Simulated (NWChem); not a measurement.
System: SbH, triplet; SMILES [SbH]

NWChem input:

```
start job
memory heap 200 mb stack 900 mb global 1100 mb
geometry units angstroms
  Sb     0.000603    -0.000327    -0.014432
  H     -0.072797     0.039473     1.743368
end
basis spherical
  * library def2-tzvp
end
ecp
  Sb library def2-ecp
end
dft
  odft
  mult 3
  xc pbe0
  disp vdw 4
  iterations 150
end
driver
  maxiter 120
end
task dft optimize
dft
  grid fine
  convergence energy 1d-8 density 1d-7
end
task dft freq numerical
```

def2 effective core potentials on Sb; no spin-orbit coupling.

The level has its own optimisation; frequencies are unscaled.

Task: Give the results of this calculation. (PBE0-D3(BJ)/def2-TZVP with def2 effective core potentials on Sb, spin-unrestricted.) Quantities: r H–Sb (Å); highest harmonic frequency (cm⁻¹); zero-point energy (kcal/mol).

Result: 
| Item | Value |
|---|---|
| r H–Sb (Å) | 1.717 |
| highest harmonic frequency (cm⁻¹) | 1930 |
| zero-point energy (kcal/mol) | 2.8 |
